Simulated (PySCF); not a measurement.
# TlH₂⁻, singlet: computed properties

All numbers come from PySCF, PBE0, basis Tl def2-TZVPD with ECP60, H def2-TZVPD (scalar-relativistic core potentials, no spin–orbit coupling, density fitting).

The structure is a minimum.

Z-matrix (Å, degrees; charge -1 multiplicity 1):
```
Tl
H  1 1.9499
H  1 1.9499 2 92.23
```

* Point group: C2v
* Bond lengths: Tl–H 1.950 Å (×2)
* Bond angles: H–Tl–H 92.2°
* Enthalpy at 298.15 K above 0 K: 10.41 kJ/mol
* Rotational constants: 4.623, 4.235, 2.21 cm⁻¹
* Heat capacity Cp at 298.15 K: 39.3 J/(mol K)
* Entropy at 298.15 K and 1 bar: 239.8 J/(mol K)
* Zero-point energy: 17.6 kJ/mol
* Rotational symmetry number: 2
* Highest occupied level: -0.07 eV
* Dipole moment about the centre of mass: 2.81 D
* Lowest empty level: 3.08 eV
* Principal polarisabilities: 77.4, 111.0, 144.3 bohr³
* Principal quadrupole moments (Buckingham, traceless) about the centre of mass: -8.88, -4.80, 13.68 D Å

Harmonic modes (masses in u: Tl 204.974, H 1.008):
```
symmetry  ω (cm⁻¹)  IR (km/mol)  μ (u)     type
      a1       624          135   1.01     bend
      a1      1153         1631   1.01  stretch
      b2      1162         1572   1.01  stretch
```

In C2v the vibrations span 2a1 + b2. Here b1 is antisymmetric to the molecular plane and b2 lies in it.

Charges (e); Mulliken and Löwdin values are unreliable with diffuse functions:
```
atom  Mulliken  Löwdin  polar tensor  Mayer order to Tl1
 Tl1     -0.53   -0.34          0.20                   –
H2,3     -0.23   -0.33         -0.60                0.98
```

Mulliken populations on Tl1 (electrons outside its core potential): s 3.78, p 7.69, d 10.05, f 0.01.

Counting electrons, thallium keeps 2 of its valence electrons outside its bonds, so the VSEPR class is AX2E1 and the expected shape is bent (C2v), as computed. The angle of 92° is close to 90°: the heavy centre bonds with nearly pure p orbitals and keeps its lone pair s-like.

Other isomers or separated fragments may lie lower. The lowest empty level of this anion is unbound, so it and the gap depend on the basis. No spin–orbit coupling is included, which matters more the heavier the element.

The final relaxation and frequency run took about 40 core-seconds on a shared host.
